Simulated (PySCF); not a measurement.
Stepwise substitution at one centre (Ga F-NH2). Gas-phase values, no solvent. One relaxed conformer stands for each flexible species; it need not be the lowest. Strings in code marks are SMILES.

All values below come from PBE0-D4/def2-TZVP (PySCF). Delta-SCF ions had no search for a lower state. Excitations are Tamm–Dancoff values on a coarser integration grid. The basis has no diffuse functions, so Rydberg states are missing or too high.

```tsv
species	HOMO–LUMO gap (eV)	HOMO (eV)	brightest of the four lowest singlets (TDA) (eV)	vertical ionisation energy (Delta-SCF) (eV)
0 of 3 F replaced by NH2	9.42	…	7.83	14.36
1 of 3 F replaced by NH2	7.18	-8.33	–	…
2 of 3 F replaced by NH2 (`[NH2][Ga]([NH2])[F]`)	6.99	-7.31	…	9.46
3 of 3 F replaced by NH2 (`[NH2][Ga]([NH2])[NH2]`)	6.89	-6.72	6.71	8.78
```

**Question.** Complete the blanks.

**Answer.** 
- 0 of 3 F replaced by NH2, HOMO (eV): -11.77
- 1 of 3 F replaced by NH2, vertical ionisation energy (Delta-SCF) (eV): 10.83
- 2 of 3 F replaced by NH2 (`[NH2][Ga]([NH2])[F]`), brightest of the four lowest singlets (TDA) (eV): 6.34
